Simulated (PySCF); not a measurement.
## Substituent chemical shifts

Parent skeleton `[SiH3:1][N:2]1[CH2:3][CH2:4][CH2:5][CH2:6]1`; one hydrogen on atom 4 is replaced by X. Hydrogens on one atom are averaged.

Calculated, not measured (PySCF): coordinates at the GFN2-xTB level, shieldings: GIAO PBE0/pcSseg-1. Single conformer, isolated molecule, equivalent nuclei averaged, non-relativistic.

δ = σ(ref) − σ, references computed at the same level: 29Si (σ = 349.16 ppm) and 13C (σ = 186.93 ppm) and 1H (σ = 31.72 ppm) against TMS; 15N (σ = 267.73 ppm) vs NH3.

Parent (X = H): Si1 -60.0, N2 27.6, C3 52.4, C4 30.8, C5 30.8, C6 52.4, H(Si1) 4.68, H(C3) 3.09, H(C4) 1.80 ppm. Effects are Δδ = δ(X) − δ(H), positive for deshielding.

Q: Order these by the shift of N2, most shielded first.
A. X = ethynyl
B. X = isopropenyl
C. X = NHSiH3

A: B (-6.9 ppm), C (+8.5 ppm), A (+13.3 ppm).

Experimental scales use liquid or dissolved standards, which lie at an offset from isolated NH3 (liquid NH3: subtract about 20 ppm).
